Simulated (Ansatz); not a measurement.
`[F][GeH2][AlH2]` + `[SiH3][SiH2]Cl` → `[AlH2][SiH2][SiH3]` + `[F][GeH2][Cl]`  (redistribution)

Computed with Ansatz on PBE0-D4/def2-TZVP structures; ΔE is electronic, products minus reactants. CBS: MP2 limit from def2 TZ/QZ plus the TZ coupled-cluster correction, frozen cores. DFT in def2-TZVPP. For Ge outer-core shells are correlated without core-valence functions, which leaves a few kJ/mol of doubt a bond. Scalar relativity is left out up to krypton.

`[F][GeH2][AlH2]`:

```xyz
7

F    -0.969    1.131   -1.689
Ge   -0.476   -0.329   -0.843
Al    0.706    0.346    1.246
H    -1.788   -1.121   -0.643
H     0.377   -1.104   -1.874
H     1.256   -0.798    2.199
H     0.893    1.876    1.604
```

`[SiH3][SiH2]Cl`:

Cartesian coordinates in Å:
```
Si -0.297 -1.165 -0.082
Si 0.139 1.123 0.123
Cl 2.100 1.473 -0.418
H -1.709 -1.441 0.301
H 0.611 -1.927 0.814
H -0.079 -1.591 -1.488
H -0.728 1.933 -0.770
H -0.037 1.595 1.519
```

`[AlH2][SiH2][SiH3]`:

```xyz
10

Al    1.740   -0.430    1.310
Si   -0.625   -0.358    0.687
Si   -0.848    0.570   -1.452
H     2.631   -1.687    0.927
H     2.412    0.807    2.046
H    -1.429    0.479    1.625
H    -1.239   -1.718    0.651
H    -2.270    0.646   -1.882
H    -0.275    1.944   -1.470
H    -0.098   -0.252   -2.441
```

`[F][GeH2][Cl]`:

```xyz
5

F     0.810    1.307   -0.703
Ge    0.117   -0.090    0.045
Cl   -1.999    0.163   -0.049
H     0.557   -0.081    1.509
H     0.515   -1.298   -0.802
```

```
             level  ΔE (kJ/mol)
            B97M-V         10.4
           PBE0-D4         14.6
      CAM-B3LYP-D4         23.6
           LC-ωPBE         18.2
       HF/def2-SVP         12.6
CCSD(T)/def2-TZVPP         14.6
SCS-MP2/def2-QZVPP         22.4
    CCSD/CBS(def2)         23.6
```

What does CCSD(T)/CBS give? (Best estimate.)

Computed: +21.4 kJ/mol. The listed levels differ from it by -11.0, -6.8, 2.2, -3.2, -8.8, -6.8, 1.0, 2.2 kJ/mol.

Largest T1 diagnostic among the species: 0.013.

At CCSD(T), def2-SVP lies −18.4 kJ/mol from the extrapolated value and def2-TZVPP −6.8 kJ/mol. Leaving LDA and LC-ωPBE aside and taking each functional with its dispersion term where it has one, the values spread over 13.2 kJ/mol, from B97M-V to CAM-B3LYP-D4. In def2-TZVPP, CCSD(T) changes the Hartree–Fock value by −6.8 kJ/mol (the triples alone add −2.2 kJ/mol) and MP2 by −4.1 kJ/mol.
